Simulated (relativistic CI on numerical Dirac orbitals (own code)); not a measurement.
V⁺ in a cubic cluster: 3p photoemission with charge transfer

Computed with a charge-transfer multiplet model of a cubic metal-ligand cluster with up to one ligand hole, Slater and spin-orbit integrals from Dirac-Coulomb-Breit ions, Slater integrals scaled by 0.8. The ground state mixes d4 with configurations of k ligand holes L, whose averages lie at kΔ + k(k − 1)U_dd/2; a core hole lowers each added d electron by U_cd. 300 K, Lorentzian 0.9 eV and Gaussian 0.8 eV FWHM.

Atomic integrals in eV (Slater integrals scaled, ζ unscaled), ground: F2dd 6.042, F4dd 3.713, zeta_d 0.015; with the core hole: F2dd 7.269, F4dd 4.522, zeta_d 0.020, zeta_core 0.529, F2cd 8.168, G1cd 10.192, G3cd 6.136.

Cluster parameters (eV): Δ = 9.2, U_dd = 5.4, 10Dq = 0.85, 10Dq(ligand) = 0.5, V(eg) = 1.5, V(t2g) = -0.81, final-state hopping factor = 0.8.

```json
{"Case": "U_cd = 6.6 eV", "n_d": "4.08", "d4": "0.92", "d5L": "0.08", "S": "2.00"}
{"Case": "U_cd = 7.2 eV", "n_d": "4.08", "d4": "0.92", "d5L": "0.08", "S": "2.00"}
{"Case": "U_cd = 8.4 eV", "n_d": "4.08", "d4": "0.92", "d5L": "0.08", "S": "2.00"}
```

Weights, n_d and S are thermal averages at 300 K. Binding energies count from the first peak over 30 % of the highest in each spectrum, which can be another peak from case to case. The parameters are a model scan and need not match a compound or its usual spin state. Peaks in eV (height, largest 100):
- U_cd = 6.6 eV: 0.0 (100), 1.4 (90), 3.7 (71), 9.0 (6), 11.6 (14), 13.8 (28), 17.0 (30), 19.1 (12)
- U_cd = 7.2 eV: 0.0 (100), 1.0 (84), 3.4 (77), 8.5 (8), 11.0 (12), 13.7 (30), 16.8 (27), 18.8 (15)
- U_cd = 8.4 eV: 0.0 (100), 3.2 (86), 10.2 (12), 13.6 (31), 16.3 (23), 18.4 (20), 22.3 (6)

Curve for U_cd = 6.6 eV (points under 2 left out, the grid thinned):

(E (eV), Intensity): (-3.3, 3.9), (-2.7, 5.6), (-2.1, 8.7), (-1.6, 14.2), (-1.0, 33.5), (-0.4, 81.1), (0.2, 96.1), (0.7, 78.7), (1.3, 89.6), (1.9, 76.6), (2.5, 57.3), (3.1, 60.8), (3.6, 70.5), (4.2, 59.8), (4.8, 39.9), (5.4, 27.1), (5.9, 22.4), (6.5, 16.8), (7.1, 11.3), (7.7, 7.7), (8.2, 6.4), (8.8, 6.3), (9.4, 6.2), (10.0, 6.2), (10.6, 8.7), (11.1, 12.5), (11.7, 13.7), (12.3, 13.9), (12.9, 17.4), (13.4, 24.7), (14.0, 26.8), (14.6, 15.3), (15.2, 9.1), (15.7, 10.2), (16.3, 18.6), (16.9, 29.4), (17.5, 23.7), (18.1, 12.6), (18.6, 10.9), (19.2, 12.1), (19.8, 8.1), (20.4, 4.8), (20.9, 3.8), (21.5, 2.6), (22.1, 2.0)

For the case U_cd = 6.6 eV, Δ = 9.2 eV is larger than U_dd = 5.4 eV, the Mott-Hubbard side of the Zaanen-Sawatzky-Allen scheme. With the core hole the configuration with one ligand hole lies at Δ − U_cd = 2.6, 2.0, 0.8 eV from the one without, in the order of the table; where this is negative the screened configuration lies lower, though the effective hopping of about 2.3 eV (from the holes of the mixed ground state) mixes the two strongly wherever it is as large as the gap.

With at most 1 ligand hole the space is cut while the next configuration still counts, so covalency is underestimated, and a final configuration with one more ligand hole, which can lie low, is missing from the spectra.
